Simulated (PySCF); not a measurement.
Species: (3R,6S)-3,6-dimethyl-1,4-dioxane-2,5-dione, C₆H₈O₄.
SMILES: `C[C@H]1C(=O)O[C@@H](C(=O)O1)C`

The closed-shell ground state was solved at several levels (PySCF, density fitting, gas phase, non-relativistic). Geometry: PBE0-D3(BJ)/def2-SVP, one conformer, isolated molecule.

```
           level  basis functions  total energy (Eh)  HOMO (eV)  LUMO (eV)  gap (eV)  dipole (D)
wB97X-D/pcSseg-1              210          -534.1352     -10.21       1.28     11.49        2.60
   PBE0/pcSseg-1              210          -533.7218      -8.26      -0.56      7.70        2.55
```

What might CAM-B3LYP/def2-SVPD (276 basis functions) give for the same quantities?

Total energy -533.7840 Eh, HOMO -9.84 eV, LUMO 0.29 eV, gap 10.13 eV, dipole 2.59 D.

Over all these levels, which gives the widest orbital gap and which the narrowest?

wB97X-D/pcSseg-1 (range-separated hybrid) has the widest, 11.49 eV, and PBE0/pcSseg-1 (global hybrid, 25 % exact exchange) the narrowest, 7.70 eV. The two share the basis. From the narrowest to the widest the HOMO moves by -1.95 eV and the LUMO by +1.84 eV.

How far do the dipole and the HOMO energy spread over the levels?

The dipole runs from 2.55 to 2.60 D (mean 2.58 D) and the HOMO from -10.21 to -8.26 eV.

Note: wB97X-D ran without an empirical dispersion term, which enters the total energy and its gradient alone.
